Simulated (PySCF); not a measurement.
# Working out the ionisation energy of Br

Br [Ar] 3d10 4s2 4p5 (2P) → Br⁺ [Ar] 3d10 4s2 4p4 (3P). All numbers are calculated (PySCF 2.14, scalar relativity by spin-free X2C-1e, in x2c-SVPall (5s4p3d, 32 functions)). Frozen: [Ar] 3d10. Energies in hartree (1 hartree = 27.21139 eV):

```csv
part,Br (lower),Br⁺ (upper)
UHF,-2603.957041,-2603.561511
CCSD correlation,-0.112285,-0.093225
(T),-0.001311,-0.001121
```

What does Hartree-Fock give?

(-2603.561511) − (-2603.957041) = 0.395530 hartree = 10.763 eV.

What do CCSD and CCSD(T) give?

The CCSD correlation energies differ by 0.019060 hartree = 0.519 eV and the triples by 0.000190 hartree = 0.005 eV, so CCSD gives 11.282 eV and CCSD(T) 11.287 eV.

Measured between the centres of the two terms (NIST): 11.844 eV, so CCSD(T) (valence) is off by -0.557 eV.

A double-zeta basis recovers only part of the correlation energy.

What remains against the reference includes basis incompleteness, the frozen core and higher excitations.
